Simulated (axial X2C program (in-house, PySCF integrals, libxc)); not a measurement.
# GdO⁻: the levels of the configuration f7 s2

Computed with an in-house all-electron X2C program for linear molecules (integrals from PySCF): two-component X2C with atomic mean-field Coulomb and Gaunt terms, basis Gd dyall-v3z, O dyall-av3z (cores contracted in-house). Orbitals come from Hartree–Fock averaged over the configuration Gd f7 s2; CI then distributes these electrons over the f, s shells of Gd.

R = 1.835 Å (near the minimum of the configuration average).

Lowest levels of this model:

```tsv
Ω	energy (cm⁻¹)	g∥	configuration
7/2	0	13.98	100% f7 s2
5/2	3	9.98	100% f7 s2
3/2	4	5.99	100% f7 s2
1/2	5	2.00	100% f7 s2
```

g∥ is the magnitude of 2⟨Lz + ge Sz⟩ for the +Ω component.

Q: From Ω and g∥ of the lowest level, whose 2⟨Lz + ge Sz⟩ is positive, find ⟨Sz⟩ and ⟨Lz⟩ (ge = 2.0023).

A: Ω = ⟨Lz⟩ + ⟨Sz⟩ = 7/2 and ⟨Lz⟩ + ge⟨Sz⟩ = 6.990, so ⟨Sz⟩ = 3.48 and ⟨Lz⟩ = 0.02.

Occupations of the active spinors in the lowest level by ω, shell by shell in order of energy: -7/2: 0.00; -5/2: 0.92 0.08; -3/2: 0.85 0.15; -1/2: 0.71 0.29 1.00; 1/2: 0.41 0.59 1.00; 3/2: 0.25 0.75; 5/2: 0.14 0.86; 7/2: 1.00. The leading determinant has weight 0.21 among 789.

This point took 2.6 s on 1 thread of Arm Neoverse V1, with other jobs on the host.

There is no dynamic correlation: spin–orbit spacings and, for f shells, spacings inside one term are the most reliable numbers, splittings between terms come out too wide, and energies between configurations are not reliable, so the lowest level need not be the ground state of the molecule. At most 4 roots were kept for each Ω > 0 (twice that for Ω = 0) within 2.2 eV of the lowest, so higher up levels can be missing between those listed; levels with Ω > 0 are doubly degenerate and listed once, Ω = 0 levels singly. For an anion, levels above electron detachment are held by the basis set.
